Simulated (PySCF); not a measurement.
C2H5N, SMILES CN=C.

Geometry optimised at PBE0-D3(BJ)/def2-TZVP.

Computed with CAM-B3LYP/def2-TZVPD (PySCF).

Gas-phase values at a fixed geometry.

The total energy is -133.91977 hartree. The point group is Cs. The highest occupied level comes out as -8.83 eV and the lowest empty level is 0.78 eV. The orbital gap is 9.61 eV, the dipole moment comes out as 0.330 e·Å and the quadrupole, principal values (traceless, Buckingham form, about the centre of nuclear charge) comes out as -3.18, -1.02, 4.20 D·Å. The mean static polarisability comes out as 35.8 bohr³ (5.31 Å³) and the polarisability, principal values comes out as 27.2, 34.3, 46.0 bohr³.
